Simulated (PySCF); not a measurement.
Start geometry of [Rh(H2O)6]3+ (`[OH2]->[Rh+3](<-[OH2])(<-[OH2])(<-[OH2])(<-[OH2])<-[OH2]`) from GFN2-xTB (Å):
```
atom  x, y, z in Å
Rh1    0.0426   -0.0828    0.0221
O2    -0.0721    0.0881    2.0330
H3    -0.2609    0.9788    2.3927
H4     0.7433   -0.3182    2.5521
O5    -0.1517   -0.1968   -2.0612
H6     0.0175   -1.0310   -2.4365
H7     0.1464    0.5041   -2.6610
O8     2.0812   -0.0123    0.0476
H9     2.4971    0.6468    0.6607
H10    2.5497   -0.1606   -0.7162
O11   -2.0769    0.0491    0.0237
H12   -2.5333   -0.2537    0.7893
H13   -2.5881   -0.2167   -0.8363
O14   -0.1767    2.0432    0.0523
H15   -1.0451    2.3578   -0.0245
H16    0.4358    2.6408   -0.5006
O17    0.0780   -2.0147    0.0103
H18   -0.6597   -2.5445    0.4634
H19    0.9102   -2.4838    0.2736
```

Task: What comes out of this run: PBE0-D3(BJ)/def2-SVP geometry optimisation, gas phase, def2 core potentials past Kr in PySCF 2.14.0?

Result: 
```
atom  x, y, z in Å
Rh1   -0.0053    0.0009    0.0053
O2    -0.1105    0.3222    2.0090
H3    -0.0948    1.2209    2.3929
H4     0.0999   -0.3301    2.7044
O5    -0.0115   -0.3355   -1.9974
H6     0.1243   -1.2234   -2.3817
H7     0.0074    0.3364   -2.7053
O8     2.0324    0.0280    0.0354
H9     2.5636    0.3838    0.7739
H10    2.5800    0.0371   -0.7736
O11   -2.0349   -0.0159   -0.0263
H12   -2.5711   -0.0606    0.7899
H13   -2.5592   -0.3626   -0.7749
O14   -0.1616    2.0187   -0.1925
H15   -1.0233    2.4352   -0.3935
H16    0.5542    2.6192   -0.4773
O17    0.1442   -2.0191    0.2048
H18   -0.5888   -2.6106    0.4639
H19    0.9922   -2.4514    0.4274
```

The energy falls by 94.3 kJ/mol over 20 energy and gradient evaluations, the largest force component goes from 0.0833 to 4.2e-04 Eh/bohr, and the atoms move by 0.220 Å rms after alignment. Among the bonds, Rh1–O14 and Rh1–O17 change most and about equally (-0.104 to +0.103 Å). Bonds longer at the end by more than 0.005 Å: 7 of 18; shorter: 9. Among the angles that change most is Rh1–O2–H4, from 114.6° to 125.8°. Among the dihedrals that turn most is O11–Rh1–O2–H4, from 155° to 107°. Rotational constants go from 1602, 1564, 1460 to 1629, 1558, 1508 MHz. The orientation of the end geometry is arbitrary; only internal coordinates are fixed.

The run used 175 basis functions and 172 SCF cycles in all. Time: 5.7 min of wall time; peak memory 0.76 GiB. Hardware: one thread of an Intel Xeon Platinum 8488C, on a shared host.

No frequency check. The ion is multiply charged and computed without counter-ions or solvent.
